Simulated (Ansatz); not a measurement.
Cost and result for the atomization energy of `C=C(N)B(C)O` (14 atoms, 13 bonds).

```xyz
14

C     1.049    0.365   -1.668
C     0.706    0.121   -0.392
N     1.619   -0.265    0.570
B    -0.797    0.267    0.069
C    -1.377   -0.543    1.280
O    -1.627    1.119   -0.584
H     2.061    0.234   -2.040
H     0.310    0.675   -2.396
H     1.251   -0.751    1.369
H     2.504   -0.626    0.252
H    -2.463   -0.462    1.346
H    -1.106   -1.602    1.238
H    -0.964   -0.155    2.220
H    -1.166    1.623   -1.263
```

The species carries charge 0 and has multiplicity 1. The geometry is a stationary point of PBE0-D4/def2-TZVP. It is one conformer, not always the lowest. Program: Ansatz. All runs use 4 threads of an Arm Neoverse V1 on a shared host. Times are those of one run each, without the atoms' runs, and a repeat can differ threefold. Electronic energies, without spin–orbit coupling; frozen cores. CCSD(T)/CBS adds CCSD(T) − MP2 in def2-TZVPP to the MP2 limit, and its time is that of the two runs behind it. T1 = 0.013. B3LYP takes the VWN-RPA correlation (the form of Gaussian; ORCA's B3LYP/G).

CCSD(T)/CBS is a level of theory with its own doubt, some kJ/mol a heavy atom from the limit and from the frozen cores, so smaller differences don't rank the functionals.

```
                             level  functions  wall time
   PBE-D4/def2-TZVPP (with forces)        298      3.5 s
                PBE0-D4/def2-TZVPP        298        4 s
r2SCAN-D4/def2-TZVPP (with forces)        298      6.5 s
 B3LYP-D4/def2-TZVPP (with forces)        298        7 s
                 B2PLYP/def2-TZVPP        298        9 s
                ωB97X-V/def2-TZVPP        298       11 s
  ωB97M-V/def2-TZVPP (with forces)        298       16 s
                    MP2/def2-QZVPP        582       41 s
                CCSD(T)/def2-TZVPP        298     18 min
                 CCSD(T)/CBS(def2)          –     19 min
```

(1) What atomization energy does each give, and how far from CCSD(T)/CBS? (Best estimate.)

Answers

(1) The calculation gave: 
```json
{"level": "PBE-D4/def2-TZVPP (with forces)", "atomization (kcal/mol)": "1407.8", "difference from CCSD(T)/CBS": "40.8", "per bond": "3.1"}
{"level": "PBE0-D4/def2-TZVPP", "atomization (kcal/mol)": "1380.0", "difference from CCSD(T)/CBS": "13.0", "per bond": "1.0"}
{"level": "r2SCAN-D4/def2-TZVPP (with forces)", "atomization (kcal/mol)": "1375.8", "difference from CCSD(T)/CBS": "8.8", "per bond": "0.7"}
{"level": "B3LYP-D4/def2-TZVPP (with forces)", "atomization (kcal/mol)": "1375.3", "difference from CCSD(T)/CBS": "8.3", "per bond": "0.6"}
{"level": "B2PLYP/def2-TZVPP", "atomization (kcal/mol)": "1359.8", "difference from CCSD(T)/CBS": "-7.2", "per bond": "-0.6"}
{"level": "ωB97X-V/def2-TZVPP", "atomization (kcal/mol)": "1371.1", "difference from CCSD(T)/CBS": "4.1", "per bond": "0.3"}
{"level": "ωB97M-V/def2-TZVPP (with forces)", "atomization (kcal/mol)": "1376.4", "difference from CCSD(T)/CBS": "9.4", "per bond": "0.7"}
{"level": "MP2/def2-QZVPP", "atomization (kcal/mol)": "1378.4", "difference from CCSD(T)/CBS": "11.4", "per bond": "0.9"}
{"level": "CCSD(T)/def2-TZVPP", "atomization (kcal/mol)": "1332.9", "difference from CCSD(T)/CBS": "-34.1", "per bond": "-2.6"}
{"level": "CCSD(T)/CBS(def2)", "atomization (kcal/mol)": "1367.0", "difference from CCSD(T)/CBS": "0.0", "per bond": "0.0"}
```

From PBE to PBE0 (25 % exact exchange), in def2-TZVPP and without D4, the atomization energy moves by −26.8 kcal/mol: exact exchange takes away binding that semilocal exchange gives to molecules. The D4 term adds +10.1 kcal/mol with B3LYP and +5.4 kcal/mol with PBE0; it sums over pairs of atoms, weighted by their polarisabilities, and B3LYP, whose exchange is more repulsive, gets the larger term. In def2-TZVPP, CCSD(T) changes the Hartree–Fock value by +333.7 kcal/mol (the triples alone add +20.9 kcal/mol) and MP2 by +359.0 kcal/mol; breaking electron pairs costs correlation energy, which Hartree–Fock lacks.
